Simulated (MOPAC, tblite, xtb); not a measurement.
Interaction energy of H6Si2 ··· H4OSi (SMILES [SiH3][SiH3] and O[SiH3]). Monomers: optimised at B3LYP-D3(BJ) (def2-TZVP), held rigid. Orientation: a higher rigid-body minimum at GFN2-xTB. Only R, the distance of the centres of mass, is varied, so the lowest point isn't the relaxed dimer.

Geometry at R = 3.85 Å (first 8 atoms: monomer A):
```
14

Si    -1.1657     0.1209    -0.0207
Si     1.1657    -0.1210     0.0207
H     -1.7610    -0.8010    -1.0185
H     -1.5322     1.5119    -0.3828
H     -1.7389    -0.1886     1.3118
H      1.5324    -1.5112     0.3853
H      1.7611     0.8029     1.0166
H      1.7386     0.1861    -1.3125
Si     0.3893    -2.8378    -2.9961
O     -0.1124    -1.2751    -3.1886
H      1.8546    -2.9187    -2.7747
H      0.0579    -3.6685    -4.1806
H     -0.3260    -3.3477    -1.8102
H      0.2453    -0.7637    -3.9179
``` The table gives interaction energies.

```json
[
 {"R / Å": "3.49", "A": "-7.16", "B": "12.67", "C": "-14.94"},
 {"R / Å": "3.66", "A": "-9.87", "B": "9.69", "C": "-14.33"},
 {"R / Å": "3.85", "A": "-10.70", "B": "7.46", "C": "-12.62"},
 {"R / Å": "4.08", "A": "-10.19", "B": "5.59", "C": "-10.17"},
 {"R / Å": "4.28", "A": "-9.21", "B": "4.38", "C": "-8.20"},
 {"R / Å": "4.53", "A": "-7.80", "B": "3.22", "C": "-6.18"},
 {"R / Å": "4.83", "A": "-6.19", "B": "2.18", "C": "-4.41"},
 {"R / Å": "5.34", "A": "-4.05", "B": "1.04", "C": "-2.55"},
 {"R / Å": "6.06", "A": "-2.23", "B": "0.24", "C": "-1.25"},
 {"R / Å": "7.04", "A": "-1.09", "B": "-0.16", "C": "-0.51"},
 {"R / Å": "8.31", "A": "-0.51", "B": "-0.28", "C": "-0.17"}
]
```

Energies in kJ/mol.

Q: Match the curves with the methods GFN1-xTB (xtb 6.7.1); GFN2-xTB in tblite; PM3, restricted, heats of formation run with MOPAC.

A: A is GFN2-xTB; B is PM3; C is GFN1-xTB.
